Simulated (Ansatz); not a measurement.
`[NH2][Zr]([F])([Cl])[I]`. The species carries charge 0 and has multiplicity 1. Zr, I: def2 effective core potential.

```xyz
7

N     0.437    0.910    0.787
Zr   -0.109   -0.479   -0.535
F     1.486   -1.181   -1.257
Cl   -1.499    0.535   -2.127
I    -1.510   -2.416    0.776
H    -0.183    1.580    1.223
H     1.378    1.052    1.132
```

(1) What are the harmonic wavenumbers in cm⁻¹ at PBE0-D4/def2-TZVP (Ansatz, finite differences of forces, unscaled)? (Best estimate.)

(2) Is this a minimum?

(3) Give the ideal-gas thermochemistry at 298.15 K and 1 bar (rigid rotor, harmonic oscillator; point group C1, symmetry number 1).

(4) And at 400, 500, 600, 800 and 1000 K?

## Answers

(1) Ansatz gave: 74, 98, 114, 131, 152, 203, 245, 402, 490, 501, 677, 682, 1532, 3549, 3644.

(2) Yes, all 15 modes are real.

(3) Zero-point energy 74.7 kJ/mol; H(298) − E = 99.4 kJ/mol; entropy 404.2 J/(mol·K), of which translation 179.5, rotation 127.7, vibration 96.9; G(298) − E = -21.1 kJ/mol. Modes under 100 cm⁻¹ are hindered rotations or soft bends, so the harmonic entropy is rough.

(4) 
```
T (K)  H − E (kJ/mol)  S (J/mol/K)  G − E (kJ/mol)
  400           111.3        438.6           -64.1
  500           123.7        466.3          -109.4
  600           136.5        489.6          -157.2
  800           163.1        527.7          -259.1
 1000           190.5        558.3          -367.8
```
